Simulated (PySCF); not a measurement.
**Removing an electron from `CC(=O)NB1OBOBO1`**

Species: C2H6B3NO4.
SMILES with atom numbers: `[CH3:1][C:2](=[O:3])[NH:4][B:5]1[O:6][BH:7][O:8][BH:9][O:10]1` (hydrogens: H11, H12, H13 on C1; H14 on N4; H15 on B7; H16 on B9)

Cartesian coordinates in Å at the PBE0-D3(BJ)/def2-SVP level; atoms count from 1:
```xyz
16
C2H6B3NO4 angstrom
C     -3.082    0.294    0.548
C     -1.821    0.370   -0.283
O     -1.800    0.794   -1.408
N     -0.683   -0.092    0.377
B      0.667   -0.137   -0.085
O      1.609   -0.634    0.798
B      2.923   -0.704    0.427
O      3.299   -0.271   -0.817
B      2.366    0.221   -1.699
O      1.054    0.280   -1.329
H     -3.931    0.611   -0.067
H     -3.001    0.956    1.425
H     -3.253   -0.730    0.915
H     -0.828   -0.427    1.322
H      3.743   -1.144    1.189
H      2.707    0.596   -2.788
```

Level: B3LYP/def2-SVPD (PySCF). Frontier orbitals with their largest atomic shares (Löwdin; up to four atoms above 4 %):

| orbital | ε (eV) | main atoms |
| --- | --- | --- |
| HOMO−3 | -9.73 | O8 48 %, B9 9 %, O6 9 %, O10 9 % |
| HOMO−2 | -9.33 | O10 26 %, O6 21 %, B9 11 %, B7 10 % |
| HOMO−1 | -8.39 | N4 43 %, O3 28 %, C2 10 %, B5 5 % |
| HOMO | -7.48 | ? |
| LUMO | -0.87 | C2 22 %, O3 18 %, B5 13 %, B7 11 % |
| LUMO+1 | -0.77 | B9 30 %, B7 21 %, O8 13 %, O10 10 % |
| LUMO+2 | -0.35 | B5 31 %, B7 12 %, H14 10 %, C1 10 % |

Q: What vertical ionisation energy does ΔSCF give, and how far is −ε(HOMO) from it?

A: ΔSCF: 9.84 eV (950 kJ/mol; threshold wavelength 126 nm); ⟨S²⟩ of the doublet left behind is 0.755, against 0.75 for a pure doublet. −ε(HOMO) is 7.48 eV, 2.36 eV below it. For the exact functional −ε(HOMO) would equal the first vertical ionisation energy; B3LYP (global hybrid, 20 % exact exchange) falls short of its own ΔSCF value by 24 %. Holes in the HOMO−1 and HOMO−2 were tried too where these lie within 1.2 eV of the HOMO; the lowest converged state counts.

Q: On which atoms does the HOMO lie?

A: O3 (amide oxygen) 68 %, C2 (amide carbonyl carbon) 10 %, C1 (methyl carbon next to a carbonyl) 9 %, N4 (amide nitrogen) 6 %, so more than half of it is on one atom. The HOMO−1 lies 0.91 eV lower.

Q: With α = 81.2 au, estimate the like-pair dispersion coefficient by London's formula C6 = (3/4)α²I.

A: I = 0.3617 Eh, so C6 ≈ 1790 au, a rough estimate.

Q: How many of the 10 lowest singlet excitations (vertical TDDFT, same level) lie below the ionisation energy?

A: All 10; they run from 5.02 to 7.43 eV.

Q: Shift the occupied levels rigidly so that −ε(HOMO) equals the ΔSCF value. What binding energies result?

A: The shift is +2.36 eV: HOMO 9.84, HOMO−1 10.75, HOMO−2 11.69, HOMO−3 12.09 eV. A rigid shift is only a rough guide to the deeper ionisations.

Q: What kinetic energy would electrons from this vertical process carry with He I light (21.218 eV)?

A: 21.22 − 9.84 = 11.38 eV.

Geometry: PBE0-D3(BJ)/def2-SVP, one conformer, isolated molecule.
